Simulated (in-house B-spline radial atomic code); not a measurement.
Successive ionisation energies of praseodymium; each step leads to the configuration of the next row (after the last: [Ar] 3d10). NIST's values go from ground level to ground level; the uncertainty of those that are theory runs from under 0.1 % in few-electron ions to several per cent in heavy many-electron ones. Computed with a radial B-spline atomic code at the basis-set limit: non-relativistic Hartree-Fock, average of the configuration, point nuclei.

This level leaves out relativity, spin-orbit splitting included, which matters for heavy ions.

| ion | configuration | ionisation energy (eV) | tabulated value (eV) | tabulated kind | computed minus tabulated (eV) | highest orbital | largest mean radius (bohr) |
| --- | --- | --- | --- | --- | --- | --- | --- |
| Pr24+ | [Ar] 3d10 4s2 4p5 | 837.4 | 840 | tabulated theory | -2.6 | 4p | 0.59813 |
| Pr25+ | [Ar] 3d10 4s2 4p4 | ? | ? | tabulated theory | ? | ? | ? |
| Pr26+ | [Ar] 3d10 4s2 4p3 | 914.3 | 920 | tabulated theory | -5.7 | 4p | 0.58844 |
| Pr27+ | [Ar] 3d10 4s2 4p2 | ? | ? | tabulated theory | ? | ? | ? |
| Pr28+ | [Ar] 3d10 4s2 4p1 | 993.1 | 1028 | tabulated theory | -34.9 | 4p | 0.57915 |
| Pr29+ | [Ar] 3d10 4s2 | 1083.8 | 1124 | tabulated theory | -40.2 | 4s | 0.57424 |
| Pr30+ | [Ar] 3d10 4s1 | 1126.1 | 1169.9 | semi-empirical | -43.8 | 4s | 0.5699 |

Q: Fill in the row of Pr25+.

A: ionisation energy (eV): 875.6; tabulated value (eV): 880; computed minus tabulated (eV): -4.4; highest orbital: 4p; largest mean radius (bohr): 0.59323.

Q: Fill in the row of Pr27+.

A: ionisation energy (eV): 953.5; tabulated value (eV): 985; computed minus tabulated (eV): -31.5; highest orbital: 4p; largest mean radius (bohr): 0.58375.
